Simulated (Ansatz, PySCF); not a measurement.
Pair of molecules: C2H2 (SMILES C#C) (first 4 atoms) with C2H6 (SMILES CC); geometry from B3LYP-D3(BJ)/def2-TZVP, rigid monomers moved along the line of their centres of mass till H4···C5 is 3.31 Å.
(charge 0, multiplicity 1):
```tsv
atom	x (Å)	y (Å)	z (Å)
C	0.4223	-0.2433	-0.5811
C	-0.3359	0.0052	0.3111
H	1.0955	-0.4638	-1.3733
H	-1.0057	0.2247	1.1064
C	-0.7634	0.2802	4.4091
C	0.7080	-0.1236	4.3857
H	-0.9258	1.2219	3.8794
H	-1.1244	0.4166	5.4303
H	-1.3922	-0.4815	3.9420
H	1.0667	-0.2591	3.3640
H	0.8679	-1.0620	4.9201
H	1.3331	0.6366	4.8581
```

Counterpoise-corrected where a basis set is named; no monomer relaxation.

Correlated levels freeze the cores.

Programs: Ansatz (Gaussian orbitals); PySCF for the dispersion terms. 

PBE/def2-TZVPPD gives -1.8 kJ/mol for the interaction energy.

**Question.** Where do these levels fall relative to PBE: PBE-D3(BJ)/def2-TZVPPD, r2SCAN/def2-TZVPPD, B3LYP/def2-TZVPPD, wB97M-V/def2-TZVPPD, MP2/aug-cc-pVDZ, CCSD(T)/aug-cc-pVDZ.

**Answer.** PBE-D3(BJ)/def2-TZVPPD -2.6; r2SCAN/def2-TZVPPD 0.0; B3LYP/def2-TZVPPD 2.0; wB97M-V/def2-TZVPPD -1.2; MP2/aug-cc-pVDZ -1.3; CCSD(T)/aug-cc-pVDZ -1.1 kJ/mol. 2 of 6 lie above PBE; the widest gap is to PBE-D3(BJ)/def2-TZVPPD.

Ansatz is a first-principles code.
